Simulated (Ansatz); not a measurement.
Isolated molecules relaxed with PBE0-D4/def2-TZVP in Ansatz; ΔE leaves out vibrations. CCSD(T)/CBS is the MP2 limit (def2-TZVPP, def2-QZVPP) plus CCSD(T) − MP2 in def2-TZVPP, frozen cores. DFT in def2-TZVPP. B3LYP here is the variant with VWN-RPA as its local correlation; programs differ in this. For Br, Se outer-core shells are correlated without core-valence functions, which leaves a few kJ/mol of doubt a bond. Scalar relativity is left out up to krypton. One conformer a species, not always the lowest.

Reaction (ligand exchange at the Si–Se bond): `FC[SiH2][SeH]` + HBr → `FC[SiH2]Br` + H₂Se

**Question.** Is it downhill or uphill in electronic energy at CCSD(T)/CBS, and by how much? (An estimate is asked.)

**Answer.** Computed: Downhill: ΔE = -34.9 kJ/mol.

**Question.** What do these levels give: LDA (SPW92), PBE-D4, BLYP-D4, r2SCAN-D4, PBE-QIDH, PBE, B3LYP, CCSD/def2-SVP, MP2/def2-TZVPP, SCS-MP2/def2-TZVPP, HF/def2-QZVPP, MP2/CBS(def2)? (Estimate.)

**Answer.** Ansatz gave: LDA (SPW92) -29.2, PBE-D4 -29.8, BLYP-D4 -32.3, r2SCAN-D4 -34.1, PBE-QIDH -34.8, PBE -31.4, B3LYP -36.8, CCSD/def2-SVP -35.3, MP2/def2-TZVPP -34.5, SCS-MP2/def2-TZVPP -36.1, HF/def2-QZVPP -44.8, MP2/CBS(def2) -35.7 kJ/mol.

Largest T1 diagnostic among the species: 0.010.

From BLYP to BHLYP (50 % exact exchange), in def2-TZVPP and without D4, ΔE moves by −4.1 kJ/mol. In def2-TZVPP, CCSD(T) changes the Hartree–Fock value by +11.0 kJ/mol (the triples alone add +1.4 kJ/mol) and MP2 by +10.1 kJ/mol.
